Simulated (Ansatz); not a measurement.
Gas-phase electronic energies from Ansatz, PBE0-D4/def2-TZVP geometries. CBS: MP2 limit from def2 TZ/QZ plus the TZ coupled-cluster correction, frozen cores. DFT in def2-TZVPP. Elements past krypton have def2 core potentials. For Hf, In outer-core shells are correlated without core-valence functions, which leaves a few kJ/mol of doubt a bond.

`C#[C][Hf]([Cl])([Cl])[Cl]` + `[F][In]([Cl])[Cl]` → `[Cl][Hf]([Cl])([Cl])[Cl]` + `C#[C][In]([F])[Cl]`  (redistribution)

```csv
level,ΔE (kJ/mol)
PBE-D4,-45.8
revPBE-D4,-43.7
r2SCAN-D4,-47.0
r2SCAN,-47.2
BHLYP,-47.5
CAM-B3LYP,-51.3
MP2/def2-TZVPP,-55.7
MP2/def2-QZVPP,-54.9
```

(1) What does CCSD(T)/CBS give? (Best estimate.)

Largest T1 diagnostic among the species: 0.015.

Answers

(1) Computed: -51.7 kJ/mol. The listed levels differ from it by 5.9, 8.0, 4.7, 4.5, 4.2, 0.4, -4.0, -3.2 kJ/mol.

Leaving LDA and LC-ωPBE aside and taking each functional with its dispersion term where it has one, the values, not all of them listed here, spread over 11.3 kJ/mol, from PBE-QIDH to BLYP-D4. LDA lies −8.9 kJ/mol from PBE without D4. In def2-TZVPP, CCSD(T) changes the Hartree–Fock value by −8.4 kJ/mol (the triples alone add −0.2 kJ/mol) and MP2 by −11.1 kJ/mol.
